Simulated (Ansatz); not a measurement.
Geometry optimisation, Ansatz 0.2.0, RKS B3LYP/6-31G*.

input.yaml

```yaml
crystal:
  periodic: [false, false, false]
  atoms:
    - { symbol: B, position_ang: [0.106872, 0.051864, -0.105553] }
    - { symbol: H, position_ang: [-0.416568, 0.195343, 0.94927] }
    - { symbol: F, position_ang: [1.202451, 0.673014, -0.461256] }
    - { symbol: F, position_ang: [-0.499905, -0.729255, -1.045483] }
    - { symbol: O, position_ang: [0.188222, -2.203793, 1.182033] }
    - { symbol: Al, position_ang: [-0.784246, -2.789495, -0.145211] }
    - { symbol: H, position_ang: [-0.022175, -3.678765, -1.204673] }
    - { symbol: H, position_ang: [-2.363505, -2.682782, -0.020392] }
    - { symbol: H, position_ang: [-0.249846, -1.506732, 1.723964] }
basis:
  gaussian: { orbitals: "6-31G*" }
hamiltonian:
  xc: b3lyp
relax:
  f_tol: 0.03
  max_steps: 50
```

Run as:

```bash
$ ansatz run input.yaml --threads 2 --pin off --max-ram 3072MiB --backend cpu --events-out ev --progress --plain --runs-dir out
```

**Question.** Where does it end, and by what steps?

**Answer.** The forces met the threshold. After 13 steps the energy has fallen by 1.180 eV; O5 moved furthest, 0.64 Å. Joined: B1–O5 (2.60 → 1.53 Å).

| step | energy less start (eV) | largest force component (eV/Å) | accepted |
| --- | --- | --- | --- |
| 0 | 0.0000 | 1.025 | yes |
| 1 | -0.0998 | 1.165 | yes |
| 2 | -0.0395 | 2.485 | no |
| 3 | -0.1654 | 1.085 | yes |
| 4 | -0.2448 | 0.718 | yes |
| 5 | -0.3941 | 0.943 | yes |
| 6 | -0.6443 | 1.882 | yes |
| 7 | -0.8995 | 2.375 | yes |
| 8 | -1.0414 | 1.000 | yes |
| 9 | -1.1553 | 0.381 | yes |
| 10 | -1.1772 | 0.206 | yes |
| 11 | -1.1793 | 0.096 | yes |
| 12 | -1.1793 | 0.182 | no |
| 13 | -1.1805 | 0.027 | yes |

```xyz
9
Properties=species:S:1:pos:R:3
B 0.118 -0.274 0.202
H -0.566 0.529 0.765
F 1.324 0.097 -0.253
F -0.686 -0.846 -1.044
O 0.170 -1.626 0.919
Al -0.820 -2.562 -0.413
H 0.056 -3.548 -1.275
H -2.269 -2.865 0.147
H -0.165 -1.576 1.826
```

Run time: 26 s on 2 threads of Arm Neoverse V2, with other jobs on the host, peak memory 0.17 GiB.
